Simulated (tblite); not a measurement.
Species: C6H7FO2 (charge +1 and doublet state).
Structure used (GFN2-xTB), in Å, numbered top down from 1:
```xyz
16
C6H7FO2 angstrom
C      1.9363    0.2131   -0.1630
C      0.5187   -0.0020   -0.6687
C     -0.3472    1.2101   -0.2363
O     -0.1133    2.3460   -0.4434
C     -1.5447    0.6962    0.5366
C     -1.2952   -0.7587    0.8339
O     -1.8507   -1.4321    1.6189
C     -0.1624   -1.2491   -0.1593
F     -0.8163   -1.9151   -1.1446
H      2.3000    1.1896   -0.4774
H      2.5839   -0.5633   -0.5742
H      2.0106    0.1514    0.9229
H      0.4940    0.0136   -1.7682
H     -2.4474    0.7889   -0.0882
H     -1.7568    1.2879    1.4359
H      0.4829   -1.9676    0.3639
```

Computed geometry: GFN2-xTB, gas phase. This method treats the open shell by occupation alone, without spin polarisation.

Masses are those of the commonest isotopes; rigid-rotor values at the optimised geometry. The values belong to one conformer with, in the numbering `[CH3:1][C@@H:2]1[C:3](=[O+:4])[CH2:5][C:6](=[O:7])[C@H:8]1[F:9]`, C1–C2–C3–O4 54°, C2–C3–C5–C6 11°, C3–C5–C6–O7 164°, C5–C6–C8–F9 -101°.

**Question.** Give the principal moments of inertia and the rotational constants in MHz.

**Answer.** Ia = 222.99, Ib = 344.80, Ic = 452.34 u·Å²; 505379 MHz·u·Å²/I gives A = 2266, B = 1466, C = 1117 MHz.

**Question.** What kind of rotor is it?

**Answer.** An asymmetric top: κ = (2 × 1466 − 2266 − 1117)/(2266 − 1117) = -0.39.

**Question.** What does the inertial defect say?

**Answer.** Not planar: Δ = Ic − Ia − Ib = -115.46 u·Å². For a rigid frame Δ = −2 Σ m c², so Σ m c² = 57.73 u·Å² lies off the ab plane: 9.90 from hydrogen and 47.83 from heavier atoms. The atom farthest from that plane is 2.03 Å away.

**Question.** Give the other two planar moments, Paa and Pbb, and the rms extents of the mass along the axes.

**Answer.** Paa = Σ m a² = (Ib + Ic − Ia)/2 = 287.07 and Pbb = Σ m b² = (Ia + Ic − Ib)/2 = 165.26 u·Å². With the mass M = 130.04 u, the rms extents √(P/M) along a, b and c are 1.49, 1.13, 0.67 Å.

**Question.** List the rotational levels J(Ka,Kc) to J = 2 (cm⁻¹).

**Answer.** Above 0(0,0):
J = 1: 1(0,1) 0.0862, 1(1,1) 0.1129, 1(1,0) 0.1245
J = 2: 2(0,2) 0.2554, 2(1,2) 0.2736, 2(1,1) 0.3084, 2(2,1) 0.3886, 2(2,0) 0.3916

**Question.** Estimate the classical rotational partition function at 10 K, 50 K and 298.15 K.

**Answer.** Point group C1, symmetry number σ = 1; q = (√π/σ)·√((kT/h)³/(ABC)), k/h = 20836.6 MHz/K: 2770 at 10 K, 30900 at 50 K, 451000 at 298.15 K.

For this open shell read J as N, the rotation without spin; fine and hyperfine splittings come on top. Its GFN2-xTB frequencies are all real (lowest 29 cm⁻¹). No vibrational averaging or centrifugal distortion is included, and the geometry carries the error of its method.
